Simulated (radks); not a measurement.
Results of a calculation; reference values are marked as such.
How relativity changes the ionisation of neutral neon ([Ne]) to Ne+ ([He] 2s2 2p5). Spin-unpolarised spherical Kohn-Sham, LDA (Slater exchange, Perdew-Wang correlation), point nucleus unless stated (finite: rms radius 3.0055 fm), a radial shooting solver on a logarithmic mesh with Libxc functionals. A level marked "c x" has the speed of light scaled by that factor and shares open shells by 2j + 1; other Dirac levels either fill j = l - 1/2 first or share by 2j + 1.

level                               E(Ne) (hartree)  E(Ne+) (hartree)  IE (eV)   HOMO  <r> HOMO (bohr)
non-rel.                                 -128.22992        -127.39673   22.672     2p           0.9815
scalar-rel.                              -128.37486        -127.54224   22.657     2p           0.9815
scalar-rel., finite nucleus              -128.37482        -127.54220   22.657     2p           0.9815
Dirac, 2j+1 shares                       -128.37490        -127.54227   22.657  2p3/2           0.9825
Dirac, low j first                       -128.37490        -127.54373   22.617  2p3/2           0.9825
Dirac, 2j+1 shares, finite nucleus       -128.37486        -127.54223   22.657  2p3/2           0.9825
Dirac, c x 0.75                          -128.48820        -127.65599   22.645  2p3/2           0.9832
Dirac, c x 1.25                          -128.32262        -127.48979   22.662  2p3/2           0.9822
Dirac, c x 10                            -128.23136        -127.39818   22.672  2p3/2           0.9816

NIST Atomic Spectra Database: 21.565 eV (measured). The relativistic part of the total energy of Ne is -0.1449 hartree (Dirac, 2j+1 shares, finite nucleus), 0.11 % of the non-relativistic value. Spin polarisation and multiplet splitting of open shells are left out at every level.

Beside tabulated values, note that spin-unpolarised runs miss the spin-polarisation part of the exchange energy of open shells.
